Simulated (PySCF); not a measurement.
Species: C₅H₉O₂S (doublet state).
SMILES with atom numbers: `[CH3:1]/[CH:2]=[C:3](\[CH2:4][O:5])[S@:6]([CH3:7])=[O:8]` (hydrogens: H9, H10, H11 on C1; H12 on C2; H13, H14 on C4; H15, H16, H17 on C7)

Computed with UKS B3LYP, pcH-1 on C H O S, non-relativistic, mean-field spin-orbit, GIAO in PySCF. Isolated species at its GFN2-xTB geometry (one conformer only). A GFN2-xTB geometry isn't a minimum of the functional, and hyperfine couplings can be far from their values at a DFT geometry.

Output of the driver script. The program numbers atoms from 0.

```
UKS, coarse grid
  cycle   1  E = -744.08098621  |g| = 9.43e-01
  cycle   2  E = -738.47933853  |g| = 2.80e+00
  cycle   3  E = -744.03122520  |g| = 8.97e-01
  cycle   4  E = -744.40955715  |g| = 3.36e-01
  cycle   5  E = -744.44328719  |g| = 1.69e-01
  cycle   6  E = -744.45383296  |g| = 1.09e-01
  cycle   7  E = -744.45733448  |g| = 7.35e-02
  cycle   8  E = -744.45953064  |g| = 3.28e-02
  cycle   9  E = -744.46004783  |g| = 8.69e-03
  cycle  10  E = -744.46008860  |g| = 3.22e-03
  cycle  11  E = -744.46009711  |g| = 1.34e-03
  cycle  12  E = -744.46010422  |g| = 1.07e-03
  cycle  13  E = -744.46011200  |g| = 8.99e-04
UKS, final grid
  cycle   1  E = -744.46010666  |g| = 1.02e-03
  cycle   2  E = -744.46010938  |g| = 1.95e-03
  cycle   3  E = -744.46011160  |g| = 6.44e-04
  cycle   4  E = -744.46011541  |g| = 6.44e-04
  cycle   5  E = -744.46012616  |g| = 4.88e-04
  cycle   6  E = -744.46012695  |g| = 1.44e-04
  cycle   7  E = -744.46012698  |g| = 8.47e-05
  cycle   8  E = -744.46012700  |g| = 8.59e-05
  cycle   9  E = -744.46012701  |g| = 2.98e-05
E = -744.46012701 Eh   <S^2> = 0.7549 (exact 0.7500)
g shifts (ppm)      1          2          3
  rmc          -283       -283       -283
  gc            -11         67         61
  oz_so         189       3732      40121
  total        -105       3516      39899
hyperfine (MHz)  atom isotope    a_iso     a_fc   dipolar eigenvalues
    0   13C       0.53       0.53     -0.84      0.10      0.74
    1   13C      -4.04      -4.04     -0.91     -0.21      1.13
    2   13C       6.73       6.73     -9.56     -7.26     16.82
    3   13C     -34.84     -34.84     -6.33      3.02      3.32
    4   17O     -45.50     -45.50   -221.17    110.50    110.67
    5   33S       6.51       6.51     -6.70     -5.67     12.37
    6   13C      19.88      19.88    -12.37    -11.81     24.18
    7   17O      -2.17      -2.17    -11.96      5.47      6.49
    8    1H       0.39       0.39     -0.94     -0.75      1.69
    9    1H       0.38       0.38     -0.93     -0.67      1.60
   10    1H       0.44       0.44     -2.19     -1.68      3.87
   11    1H      10.05      10.05     -1.48     -0.74      2.21
   12    1H     236.22     236.22     -7.22     -3.15     10.37
   13    1H       4.46       4.46     -4.60     -4.28      8.88
   14    1H       3.20       3.20     -5.85     -1.07      6.92
   15    1H       6.85       6.85    -26.73    -23.05     49.77
   16    1H      -0.46      -0.46     -5.67     -0.92      6.59
```

The SCF converged. Which of these numbers needs a check, and why?

The largest g shift is +0.040, past the limit of 0.03 at which the run flags a species of elements up to argon. The orbital-Zeeman/spin–orbit term is second order, a sum of spin–orbit matrix elements over excitation energies, so it grows and becomes less reliable as an excited state comes close; a shift of this size calls for a check with another method. The contact and dipolar couplings don't rest on that expansion, but they belong to the state that the SCF found, and a close-lying state with the spin in another orbital would have other couplings; no stability test was run. The run left out the spin–orbit part of the hyperfine coupling.

Where is the spin in this solution (atoms counted from 1)?

Largest spin populations (Mulliken): O5 (+0.71), C7 (+0.11), H13 (+0.10) and C3 (+0.06). O5 is the only atom above +0.15. The unrestricted determinant has ⟨S²⟩ = 0.7549 (exact 0.7500), so spin contamination is small. 

Average a_iso over equivalent nuclei, turn it into first-order splittings with g = 2.0023, and give the multiplets for abundant isotopes (0.05 mT or more).

| nuclei (from 1) | isotope | I | position | a_iso (MHz) | \|a\| (mT) | splits into |
| --- | --- | --- | --- | --- | --- | --- |
| H13 | 1H | 1/2 | 2 bonds from O5 | 236.2 | 8.43 | 1:1 doublet |
| H12 | 1H | 1/2 | 4 bonds from O5 | 10.0 | 0.36 | 1:1 doublet |
| H14 | 1H | 1/2 | 2 bonds from O5 | 4.5 | 0.16 | 1:1 doublet |
| H15/H16/H17 | 1H | 1/2 | 5 bonds from O5, on C7 of spin population +0.11 | 3.2 | 0.11 | 1:3:3:1 quartet |

Nuclei that the bonding pattern makes equivalent are averaged, as if the motion that swaps them (rotation, inversion, ring flip) were fast. The three 1H nuclei of mean +3.2 MHz run from -0.5 to 6.8 MHz in the frozen geometry.
